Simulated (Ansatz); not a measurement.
`COB(F)[SiH2]F` at its PBE0-D4/def2-TZVP geometry, where that method's forces vanish. The species carries charge 0 and has multiplicity 1.

```csv
atom,x (Å),y (Å),z (Å)
C1,0.150,-0.019,-1.809
O2,-0.014,1.103,-0.962
B3,-0.119,1.057,0.370
F4,-0.264,2.235,0.982
Si5,-0.092,-0.532,1.648
F6,0.060,-1.942,0.881
H7,0.160,-0.958,-1.254
H8,-0.670,-0.031,-2.528
H9,1.091,0.092,-2.351
H10,-1.353,-0.587,2.431
H11,1.050,-0.416,2.592
```

(1) For each bond, give half the difference of the two atoms' forces along it (eV/Å; positive pushes the atoms apart) under PBE-D4, r2SCAN-D4, B3LYP-D4, ωB97M-V in def2-TZVPP. (Estimate.)

## Answers

(1) Computed: 
```
   bond  length (Å)  PBE-D4  r2SCAN-D4  B3LYP-D4  ωB97M-V
  C1–O2       1.416    0.20       0.27      0.30     0.25
  C1–H7       1.091    0.06      -0.07     -0.10    -0.10
  C1–H8       1.091    0.08      -0.07     -0.10    -0.11
  C1–H9       1.091    0.08      -0.06     -0.10    -0.11
  O2–B3       1.336    0.29       0.12     -0.03     0.03
  B3–F4       1.336    0.45       0.15      0.17     0.22
 B3–Si5       2.039   -0.42      -0.16     -0.06    -0.13
 Si5–F6       1.612    0.54       0.04      0.22     0.21
Si5–H10       1.486    0.06      -0.01     -0.11    -0.16
Si5–H11       1.486    0.06      -0.01     -0.11    -0.16
```

B3LYP here is the variant with VWN-RPA as its local correlation; programs differ in this.
